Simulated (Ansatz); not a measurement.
Correlation energies of `[Br][Al]1[CH2]O[CH2]1` by basis set

```xyz
9

Br    1.1444    2.0085   -2.4847
Al    0.3836    0.6746   -0.8342
C     0.1794    0.5752    1.1084
O    -0.4090   -0.7220    0.8922
C    -0.4563   -1.0612   -0.5072
H     1.0702    0.4909    1.7399
H    -0.5324    1.2397    1.6096
H     0.1109   -1.9784   -0.6979
H    -1.4908   -1.2273   -0.8260
```

Total charge 0; spin multiplicity 1. Correlated methods include outer-core shells of Br, which these sets cover unevenly. Scalar relativity is left out up to krypton. The geometry is a stationary point of PBE0-D4/def2-TZVP. Frozen core, restricted reference, the Gaussian-basis code of Ansatz.

```csv
basis,HF (Eh),MP2 corr.,CCSD corr.,(T),CCSD(T) total
def2-SVP,?,-0.74189,-0.77513,-0.02207,?
def2-TZVPP,?,-0.91524,-0.94283,-0.03825,?
def2-QZVPP,?,?,–,–,–
```

Task: Fill in the withheld values. (Estimate.)

Result: Ansatz gave: def2-SVP HF (Eh): -2966.76365; def2-SVP CCSD(T) total: -2967.56085; def2-TZVPP HF (Eh): -2967.34516; def2-TZVPP CCSD(T) total: -2968.32624; def2-QZVPP HF (Eh): -2967.40832; def2-QZVPP MP2 corr.: -1.27946.
